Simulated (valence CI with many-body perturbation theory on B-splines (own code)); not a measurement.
**I13+: M1 decay**

Level of theory: configuration interaction combined with many-body perturbation theory (CI+MBPT): four valence electrons over a frozen Dirac-Fock core [Kr], radial functions for each j: 7 s, 7 p, 8 d, 6 f, 4 g, 1 h, with the one-electron correlation potential Σ1 (screened to all orders), the two-electron term Σ2, the three-electron term Σ3, Breit, model QED; selected single and double excitations, second order for the rest, scaled by the run's own slope (own B-spline code, finite nucleus).

No measured levels were compared; by estimate terms of the open shell hold to 2 to 4 % of their energy, and close levels can change places. Excitations out of the core, of the other parity, are not computed and may begin above about 60.5 eV (a cautious bound); beyond it only levels of the ground parity were kept, without lifetimes.

Lines 51 to 100 of 120 in falling wavelength, among levels below 488360 cm⁻¹, chosen from the decays that carry over 1 % of a level's rate. Wavelengths and rates use the calculated energies, so an error of 2000 cm⁻¹ moves a line at 403.1 nm by 8.1 % and its rate by three times that or more. Weak lines are less certain than strong ones. Lines between different terms over intervals too small for the method are left out, as are lines whose strength nearly cancels. Where a level lies close to another of its J and parity, the split of strength between their lines is uncertain.

Names give the largest LS component (configuration and term), which can be under half, so a name can repeat, a term be missing and a line seem to break the LS rules; names also repeat where a configuration has a term twice. Letters in brackets count levels of one name in rising energy.

```tsv
λ vac (nm)	Upper	Lower	Type	A (s⁻¹)	Branch %
403.1	4d4 1I_6	4d4 3H_5	M1	6.22e+01	55.1
387.0	4d4 1G_4 [a]	4d4 3G_4	M1	3.68e+01	17.3
383.8	4d4 3P_2 [d]	4d4 3P_2 [b]	M1	4.69e+01	19.8
381.3	4d4 3P_2 [c]	4d4 3P_2 [a]	M1	3.54e+01	12.7
376.1	4d4 3G_3	4d4 5D_3	M1	6.20e+01	58.7
366.5	4d4 1F_3	4d4 3F_3 [a]	M1	1.76e+01	7.5
351.6	4d4 3P_0 [a]	4d4 5D_1	M1	4.11e+02	100.0
343.5	4d4 3F_2 [a]	4d4 5D_3	M1	1.72e+00	1.1
342.7	4d4 3G_5	4d4 3H_4	M1	1.98e+00	2.1
340.7	4d4 1F_3	4d4 3F_4 [a]	M1	7.85e+00	3.3
333.6	4d4 1F_3	4d4 3P_2 [a]	M1	3.43e+01	14.6
315.2	4d4 3G_3	4d4 5D_2	M1	3.62e+01	34.2
310.8	4d4 3G_4	4d4 5D_4	M1	2.43e+01	24.5
307.4	4d4 3F_2 [b]	4d4 3D_1	M1	6.09e+01	15.6
302.2	4d4 1F_3	4d4 3G_4	M1	2.47e+01	10.5
294.9	4d4 3F_4 [b]	4d4 3G_5	M1	4.72e+01	9.0
293.6	4d4 3F_2 [b]	4d4 3P_2 [b]	M1	5.92e+01	15.2
291.9	4d4 3F_2 [a]	4d4 5D_2	M1	7.21e+01	46.0
291.3	4d4 1G_4 [a]	4d4 3H_5	M1	2.21e+01	10.4
289.6	4d4 1S_0 [a]	4d4 3P_1 [a]	M1	3.65e+02	97.9
287.9	4d4 3P_1 [a]	4d4 5D_2	M1	2.52e+02	88.9
282.0	4d4 1G_4 [a]	4d4 3G_3	M1	8.97e+00	4.2
281.3	4d4 3D_1	4d4 3P_0 [a]	M1	1.17e+02	32.3
278.5	4d4 3F_4 [a]	4d4 5D_4	M1	6.00e+01	35.8
278.1	4d4 3P_2 [c]	4d4 3P_1 [a]	M1	2.65e+01	9.5
276.1	4d4 3G_4	4d4 5D_3	M1	6.92e+00	7.0
274.5	4d4 3P_2 [c]	4d4 3F_2 [a]	M1	2.32e+01	8.3
272.3	4d4 3F_4 [b]	4d4 3D_3	M1	1.26e+02	24.0
263.3	4d4 3F_3 [a]	4d4 5D_4	M1	6.86e+01	65.8
256.7	4d4 3P_2 [c]	4d4 3G_3	M1	6.54e+01	23.4
254.3	4d4 3P_2 [a]	4d4 5D_3	M1	1.60e+01	33.5
251.1	4d4 3F_2 [b]	4d4 3D_3	M1	3.16e+01	8.1
250.3	4d4 3F_4 [a]	4d4 5D_3	M1	4.69e+01	28.0
248.6	4d4 3F_4 [b]	4d4 3F_3 [a]	M1	7.36e+00	1.4
248.2	4d4 3F_2 [a]	4d4 5D_1	M1	8.27e+01	52.8
241.1	4d4 3D_3	4d4 5D_4	M1	2.36e+01	8.9
238.0	4d4 3F_3 [a]	4d4 5D_3	M1	1.67e+01	16.0
236.4	4d4 3F_4 [b]	4d4 3F_4 [a]	M1	6.46e+01	12.3
234.1	4d4 1F_3	4d4 3G_3	M1	3.82e+01	16.2
233.1	4d4 1G_4 [a]	4d4 3H_4	M1	1.73e+01	8.1
230.8	4d4 3F_2 [b]	4d4 3F_3 [a]	M1	1.36e+02	34.9
225.7	4d4 3G_5	4d4 5D_4	M1	7.59e+00	8.0
219.7	4d4 3D_3	4d4 5D_3	M1	5.91e+01	22.4
217.2	4d4 3F_2 [b]	4d4 3P_2 [a]	M1	2.18e+01	5.6
217.2	4d4 3F_4 [b]	4d4 3G_4	M1	1.33e+02	25.5
209.4	4d4 3P_2 [d]	4d4 3P_1 [a]	M1	4.77e+01	20.1
199.5	4d4 1F_3	4d4 3H_4	M1	3.05e+01	12.9
198.0	4d4 3P_2 [a]	4d4 5D_1	M1	1.67e+01	35.0
197.4	4d4 3D_3	4d4 5D_2	M1	8.10e+01	30.7
197.0	4d4 3P_2 [d]	4d4 3G_3	M1	3.95e+01	16.7
```
